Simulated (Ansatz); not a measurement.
`CN([SiH3])[SiH3]`. Charge 0, multiplicity 1. All single points use the PBE0-D4/def2-TZVP geometry.

```xyz
13

C     1.142   -0.506   -0.840
N     0.079   -0.009    0.032
Si   -0.889   -1.192    0.831
Si   -0.224    1.689   -0.001
H     1.956    0.222   -0.914
H     1.574   -1.428   -0.439
H     0.785   -0.716   -1.855
H    -1.822   -0.496    1.750
H    -0.008   -2.124    1.590
H    -1.676   -2.022   -0.126
H     1.041    2.425    0.277
H    -1.245    2.006    1.027
H    -0.712    2.153   -1.332
```

Question: What is the dipole moment at ωB97M-V/def2-TZVPP? (An estimate is asked.)

Answer: Ansatz gave: 0.89 D, with components (0.67, -0.30, -0.50) D in this frame, pointing from negative to positive charge.

Question: And with PBE, r2SCAN, B3LYP? (Estimate.)

Answer: Computed: PBE 0.89 D, r2SCAN 0.91 D, B3LYP 0.87 D.

Question: Give the Mulliken charges with ωB97M-V, r2SCAN, B3LYP in def2-TZVPP. (An estimate is asked.)

Answer: Ansatz gave: 
| atom | ωB97M-V | r2SCAN | B3LYP |
| --- | --- | --- | --- |
| C1 | -0.28 | -0.09 | -0.22 |
| N2 | -0.32 | -0.32 | -0.28 |
| Si3 | 0.21 | 0.34 | 0.31 |
| Si4 | 0.21 | 0.34 | 0.31 |
| H5 | 0.12 | 0.06 | 0.10 |
| H6 | 0.12 | 0.06 | 0.10 |
| H7 | 0.13 | 0.07 | 0.11 |
| H8 | -0.02 | -0.06 | -0.06 |
| H9 | -0.04 | -0.08 | -0.07 |
| H10 | -0.04 | -0.08 | -0.08 |
| H11 | -0.04 | -0.08 | -0.07 |
| H12 | -0.02 | -0.06 | -0.06 |
| H13 | -0.04 | -0.08 | -0.08 |

B3LYP here is the variant with VWN-RPA as its local correlation; programs differ in this.
